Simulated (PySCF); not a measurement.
## Ionisation energy of Nd⁵²⁺ by level of theory

Nd⁵²⁺ [He] 2s2 2p4 (3P) → Nd⁵³⁺ [He] 2s2 2p3 (4S), as a difference of total energies. Computed with PySCF 2.14 in an even-tempered Gaussian basis (19 s from 27 bohr⁻², ratio 2.2; 13 p from 34 bohr⁻², ratio 2.2; 6 d from 140 bohr⁻², ratio 2.4; 5 f from 210 bohr⁻², ratio 2.4; 4 g from 320 bohr⁻², ratio 2.4), with the spin-free X2C one-electron Hamiltonian (Gaussian nucleus). Correlated levels: nothing frozen; virtual orbitals above 40 to 60 times the deepest correlated orbital energy dropped. The calculations carry no spin-orbit coupling.

```tsv
method	ionisation energy (eV)
UHF	10434.9
LDA	10429.0
PBE	10437.7
PBE0	10437.5
r2SCAN	10439.8
M06	10436.6
MN15	10434.3
MP2 (all electrons)	10436.6
SCS-MP2 (all electrons)	10436.7
```

Spin-orbit coupling is strong in these open shells (close to jj coupling). The scalar numbers leave it out and a first-order estimate fails, so it can dominate the gap to the real levels.

For this ion Breit and QED terms and the two-electron picture change, all absent here, outweigh the differences among the correlated methods.

For comparison: 10288 ± 4 eV (theoretical estimate listed by NIST; NIST Atomic Spectra Database, ionization energies).
